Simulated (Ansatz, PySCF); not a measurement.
Noncovalent pair: GeH4 (SMILES [GeH4]) (first 5 atoms) with CH2O2 (SMILES O=CO); geometry from B3LYP-D3(BJ)/def2-TZVP.
(charge 0, multiplicity 1):
```xyz
10

Ge    -0.285     0.143     0.137
H     -0.814    -0.219    -1.262
H     -0.683     1.576     0.496
H      1.232    -0.051     0.192
H     -0.953    -0.831     1.135
O      0.846     0.910     3.195
C      0.422     0.247     4.100
O     -0.451    -0.761     3.980
H      0.696     0.380     5.155
H     -0.675    -0.856     3.036
```

Monomers are frozen at their geometry in the pair; levels with a basis set take the counterpoise correction. Rows marked so take none.

Rows in STO-3G carry no dispersion term and start afresh at each structure; the Pople sets are all-electron and without relativity.

Codes used: Ansatz (a first-principles code); PySCF for STO-3G rows, the dispersion terms. Values without a source in brackets are computed.

**Question.** One of these levels gives -65.1 meV for the interaction energy. Name it.
A. PBE0/def2-TZVPPD
B. PBE-D4/def2-TZVPPD
C. HF/STO-3G (no counterpoise)
D. revPBE-D3(BJ)/def2-TZVPPD

**Answer.** A, PBE0/def2-TZVPPD. The others give 11.6 (HF/STO-3G (no counterpoise)), -119.3 (PBE-D4/def2-TZVPPD), -100.3 (revPBE-D3(BJ)/def2-TZVPPD)
